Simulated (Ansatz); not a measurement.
All numbers were calculated with Ansatz.

A structure relaxed at PBE0-D4/def2-TZVP, charge 0, multiplicity 1:

```xyz
8

C    -0.351    0.242   -0.712
C     0.459   -0.198    0.469
F     0.840   -1.497    0.329
I    -0.661   -0.002    2.312
H    -1.255   -0.361   -0.807
H    -0.634    1.289   -0.610
H     0.252    0.123   -1.617
H     1.351    0.405    0.637
```

Task: Give its formula and SMILES.

Result: C2H4FI, `CC(F)I`.

Task: Summarise the bond lengths by kind.

Result: 1 × C–C 1.498 Å; 4 × C–H 1.090 to 1.094 Å; 1 × C–F 1.361 Å; 1 × C–I 2.166 Å.
